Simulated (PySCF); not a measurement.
**Sb: excitation energy**

Sb [Kr] 4d10 5s2 5p3 (4S) → Sb [Kr] 4d10 5s1 5p3 6s1 (6S), as a difference of total energies. Calculation: PySCF 2.14, in aug-cc-pVTZ-PP with ECP28MDF (6s5p4d2f, 55 functions); a scalar-relativistic core potential. Correlated levels: valence: 4s2 4p6 4d10 frozen. The calculations carry no spin-orbit coupling.

```csv
method,excitation energy (eV)
UHF,9.716
LDA,12.368
PBE0,11.756
wB97M-V,11.701
HSE06,11.801
PBEsol,12.043
MP2 (valence),10.736
SCS-MP2 (valence),11.110
```

Question: Estimate what r2SCAN gives.

Answer: 11.686 eV, closest to wB97M-V among the rows shown.

Question: Estimate what PBE gives.

Answer: 12.057 eV, closest to PBEsol among the rows shown.

The upper state lies above the first ionisation limit, but in LS coupling its spin forbids autoionisation to the ground ion; at this Z spin-orbit coupling breaks that rule. A Rydberg-like electron needs more diffuse functions than a valence basis has.

The promoted electron is Rydberg-like, and one or two diffuse shells describe it only roughly, which tends to raise the upper state.
